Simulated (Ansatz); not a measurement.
Input file for Ansatz (a quantum-chemistry and plane-wave program): U-CCSD(T)/def2-TZVPP on CdFH (SMILES [F][CdH]), a point of a bond scan (R = 3.761 Å). Elements past Kr take the def2 small-core potentials; no spin–orbit coupling.

Ansatz 0.2 input:
```yaml
crystal:
  periodic: [false, false, false]
  atoms:
    - {symbol: Cd, position_ang: [-0.00000000, -0.00000000, -0.27480080]}
    - {symbol: H, position_ang: [0.00000000, 0.00000000, -4.03552779]}
    - {symbol: F, position_ang: [0.00000000, 0.00000000, 1.67781534]}
basis:
  gaussian:
    orbitals: def2-TZVPP
correlation: {method: ccsd_t, electrons: outside_noble_gas}
scf: {omitted_lower_state_checks: [cluster_reference]}
magnetization: {spin_polarized: true, initial_magnetization: 0}
```

The head of its log:

```
WARN ansatz: RAYON_NUM_THREADS=1 ignored (pool sized by the plan → 1); use --threads N
Functional definition: HF
these checks for a lower state are left out or cut short: cluster_reference
integrals: 0.17 GiB planned
667 factors; integrals over basis functions are off by at most 1.5e-3 eV
mean field: 0.23 GiB planned
mean field evaluation 1: about -7256.1846 eV, gradient 2.6e1 eV
mean field evaluation 2: about -7256.1907 eV, gradient 2.6e1 eV
mean field evaluation 4: about -7258.9564 eV, gradient 1.6e0 eV
mean field evaluation 8: about -7258.9943 eV, gradient 1.6e-1 eV
mean field evaluation 16: about -7258.9945 eV, gradient 4.5e-3 eV
mean field evaluation 32: about -7261.3891 eV, gradient 7.5e-7 eV
mean field evaluation 64: about -7252.0678 eV, gradient 4.8e-4 eV
mean field evaluation 96: about -7246.5304 eV, gradient 3.4e1 eV
mean field evaluation 128: about -7257.1480 eV, gradient 9.9e0 eV
mean field -7261.38913995 eV, -266.8511289469 hartree, gradient 8.3e-6 eV, S^2 0.977889; 12 other end points of the search recorded, 0 dependent functions left out
5 core orbitals not correlated
reference -7261.38913995 eV, -266.8511289469 hartree; 10, 10 occupied and 86, 86 virtual orbitals, 667 factors
```

Predict the final total energy.

-267.5211 hartree (reference determinant -266.8511, T1 diagnostic 0.020). Its determinant has ⟨S²⟩ = 0.98, a mixture of spin states.
